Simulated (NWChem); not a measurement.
Molecule: SiH2OF2; SMILES O[SiH](F)F

Computed with NWChem. Pople sets run with spherical d functions. B3LYP is NWChem's, with the RPA form of VWN correlation. Each level has its own optimisation; frequencies are unscaled. One conformer.

| level | r O–Si (Å) | r F–Si (Å) | r H–Si (Å) | r H–O (Å) | highest harmonic frequency (cm⁻¹) | lowest (cm⁻¹) | zero-point energy (kcal/mol) | dipole (D) |
|---|---|---|---|---|---|---|---|---|
| Hartree-Fock/STO-3G | 1.654 | 1.600 | 1.418 | 0.983 | 4280 | 220 | 21.0 | 0.04 |
| B3LYP/6-31G* | 1.635 | 1.601 | 1.465 | 0.967 | 3810 | 178 | 18.3 | 1.11 |
| PBE0/def2-SVP | 1.631 | 1.610 | 1.467 | 0.962 | 3936 | 191 | 18.3 | 1.23 |
